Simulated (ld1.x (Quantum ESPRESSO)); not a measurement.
# u(r) = r·R(r): atom against pseudo-atom (S)

Columns: radius, all-electron u(r) and pseudo u(r) of the 3p shell (level -7.11 eV) of sulfur in the configuration [Ne] 3s2 3p4; LDA (PZ), scalar-relativistic, TM scheme, ld1.x (Quantum ESPRESSO) 7.5.

```json
{"r (bohr)": "0.070", "all-electron": "0.1009", "pseudo": "-0.0062"}
{"r (bohr)": "0.140", "all-electron": "0.2380", "pseudo": "-0.0242"}
{"r (bohr)": "0.210", "all-electron": "0.3182", "pseudo": "-0.0523"}
{"r (bohr)": "0.280", "all-electron": "0.3326", "pseudo": "-0.0877"}
{"r (bohr)": "0.350", "all-electron": "0.2952", "pseudo": "-0.1274"}
{"r (bohr)": "0.420", "all-electron": "0.2231", "pseudo": "-0.1684"}
{"r (bohr)": "0.490", "all-electron": "0.1307", "pseudo": "-0.2085"}
{"r (bohr)": "0.560", "all-electron": "0.0289", "pseudo": "-0.2470"}
{"r (bohr)": "0.630", "all-electron": "-0.0748", "pseudo": "-0.2841"}
{"r (bohr)": "0.700", "all-electron": "-0.1752", "pseudo": "-0.3216"}
{"r (bohr)": "0.770", "all-electron": "-0.2690", "pseudo": "-0.3613"}
{"r (bohr)": "0.840", "all-electron": "-0.3543", "pseudo": "-0.4049"}
{"r (bohr)": "0.910", "all-electron": "-0.4301", "pseudo": "-0.4528"}
{"r (bohr)": "0.980", "all-electron": "-0.4962", "pseudo": "-0.5036"}
{"r (bohr)": "1.050", "all-electron": "-0.5527", "pseudo": "-0.5540"}
{"r (bohr)": "1.120", "all-electron": "-0.5999", "pseudo": "-0.5999"}
{"r (bohr)": "1.190", "all-electron": "-0.6384", "pseudo": "-0.6384"}
{"r (bohr)": "1.260", "all-electron": "-0.6689", "pseudo": "-0.6689"}
{"r (bohr)": "1.330", "all-electron": "-0.6921", "pseudo": "-0.6921"}
{"r (bohr)": "1.400", "all-electron": "-0.7087", "pseudo": "-0.7087"}
{"r (bohr)": "1.470", "all-electron": "-0.7196", "pseudo": "-0.7196"}
{"r (bohr)": "1.540", "all-electron": "-0.7254", "pseudo": "-0.7254"}
{"r (bohr)": "1.610", "all-electron": "-0.7268", "pseudo": "-0.7268"}
{"r (bohr)": "1.680", "all-electron": "-0.7243", "pseudo": "-0.7243"}
{"r (bohr)": "1.750", "all-electron": "-0.7186", "pseudo": "-0.7186"}
{"r (bohr)": "1.820", "all-electron": "-0.7101", "pseudo": "-0.7101"}
```

(1) How many radial nodes do the two functions have?

(2) At about which radius was the pseudo-wave matched?

(3) Is the pseudo-wave norm-conserving?

Answers

(1) The all-electron 3p function has n − l − 1 = 1; the pseudo-wave has 0, since the states of the same l below it are removed with the core.

(2) 1.20 bohr. The columns agree to 0.0005 from 1.12 bohr on; several derivatives are matched, so the curves merge somewhat inside the radius.

(3) Yes: the TM scheme keeps the norm inside the radius equal to the all-electron one, which fixes the energy derivative of the logarithmic derivative at the level.
